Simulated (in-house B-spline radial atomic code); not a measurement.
# Sn VII (Sn6+): [He] 2s1 2p6 3s2 3p6 3d10 4s2 4p6 4d9 (with a hole in an inner shell)

All numbers are computed (Dirac-Hartree-Fock, average of configuration; Fermi nucleus of rms radius 4.6519 fm) with a radial B-spline atomic code at the basis-set limit, not measured.

Screening seen three ways: the hydrogenic charge with the same mean radius, Z_r = [3n² - l(l+1)]/(2<r>), the one with the same energy, Z_e = n√(-2ε), and Slater's rules. Values are occupation-weighted means over j. An effective charge above Z reflects the relativistic contraction of the inner shells.

```tsv
shell	electrons	ε (eV)	<r> (bohr)	Z_r	Z_e	Slater
1s	2	-29618	0.02905	51.64	46.66	49.70
2s	1	-4723.8	0.1248	48.07	37.27	46.20
2p	6	-4248.2	0.1087	45.98	35.34	46.20
3s	2	-1032.4	0.3328	40.57	26.13	39.60
3p	6	-879.52	0.3301	37.87	24.12	39.60
3d	10	-640.6	0.3053	34.39	20.59	29.85
4s	2	-250.06	0.7975	30.10	17.15	23.25
4p	6	-199.19	0.8487	27.10	15.30	23.25
4d	9	-121.43	0.9726	21.59	11.95	12.20
```

The least bound orbital is 4d5/2 at -120.9 eV, and it is also the most diffuse (<r> = 0.9767 bohr). The part-filled 2s shell lies below the filled 4p shell in orbital energy.

Spin-orbit splittings of the orbital energies (j = l + 1/2 above j = l - 1/2 when positive): 2p 235.1 eV, 3p 45.33 eV, 3d 9.608 eV, 4p 8.675 eV, 4d 1.396 eV.

For the 1s electron the small component carries 3.37 % of the norm, the zero-frequency Breit interaction raises the level by 66.19 eV, self-energy by 38.35 eV, and vacuum polarisation lowers it by 5.049 eV.
